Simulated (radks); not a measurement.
Values are calculated unless marked as measured or tabulated.
Radial electron density D(r) = 4 pi r^2 rho(r) of an atom or ion with 17 electrons. Level of theory: Dirac Kohn-Sham, PBE, spin-unpolarised, spherical densities, finite nucleus; Fermi nuclear charge, rms radius of each element as measured or else 0.836 A^(1/3) + 0.57 fm (a radial shooting solver on a logarithmic mesh with Libxc functionals).

r (bohr),D(r) (e/bohr)
0.00539,1.911
0.006029,2.321
0.006798,2.849
0.007665,3.482
0.008573,4.183
0.009666,5.064
0.01081,6.023
0.01219,7.206
0.01363,8.463
0.01537,9.975
0.0172,11.53
0.01939,13.34
0.02186,15.26
0.02445,17.10
0.02757,19.04
0.03083,20.77
0.03477,22.40
0.03889,23.63
0.04384,24.52
0.04904,24.87
0.05529,24.70
0.06234,23.98
0.06973,22.89
0.07862,21.45
0.08794,20.10
0.09915,18.92
0.1109,18.34
0.125,18.47
0.1399,19.37
0.1577,21.03
0.1778,23.07
0.1989,24.86
0.2242,26.10
0.2508,26.18
0.2828,24.84
0.3163,22.29
0.3566,18.55
0.3989,14.71
0.4497,10.96
0.5071,8.215
0.5672,6.854
0.6395,6.595
0.7153,7.079
0.8064,7.765
0.902,8.058
1.017,7.682
1.138,6.681
1.283,5.161
1.446,3.543
1.617,2.231
1.824,1.199
2.04,0.5933
2.3,0.2409
2.572,0.08908
2.9,0.02549
3.244,0.006543
3.658,0.001213

What is the nuclear charge?

Answer. Z = 21. The innermost maximum, from 1s, lies near gamma/Z bohr with gamma = sqrt(1 - (Z/c)^2) = 0.988, here 0.0471 bohr (found: 0.0502), and its height grows with Z. The density is that of the scandium ion Sc4+ in [Ne] 3s2 3p5; the configuration itself is not fixed sharply by these data, and Z only to about a unit. D(r) has 3 maxima, at r = 0.0502, 0.239, 0.902 bohr, and minima at 0.115, 0.619 bohr, inside which lie 2.15, 10.38 electrons.
